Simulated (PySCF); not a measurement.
**N⁺ (nitrogen, charge +1): UHF calculation**

Configuration: [He] 2s2 2p2, high-spin 3P determinant. Computed with PySCF 2.14 in x2c-SVPall, with the spin-free X2C one-electron Hamiltonian (Gaussian nucleus).

| Property | Result |
| --- | --- |
| Total energy | -53.849865 hartree |
| One-electron energy | -69.9725 hartree |
| Hartree (Coulomb) energy | 22.3220 hartree |
| Exchange energy | -6.1994 hartree |
| ⟨S²⟩ | 2.0059 |
| ⟨L²⟩ | 2.008 |
| Sum of ⟨r⟩ | 5.493 bohr |
| Sum of ⟨r²⟩ | 7.940 bohr² |
| Traceless quadrupole moment −½Σ⟨3z² − r²⟩ along its main axis | 0.786 e·bohr² |
| Langevin diamagnetic susceptibility | -6.29 ×10⁻⁶ cm³/mol |
| Time after the integrals | 0.05 s of wall time on 1 thread of Neoverse-V1 (shared host) |

```csv
shell,electrons,mean orbital energy (hartree),"rms radius, mean of both spins (bohr)"
1s α,1,-16.33275,0.265
1s β,1,-16.25489,0.265
2s α,1,-1.60604,1.39
2s β,1,-1.29210,1.39
2p α,2,-1.12071,1.40
```
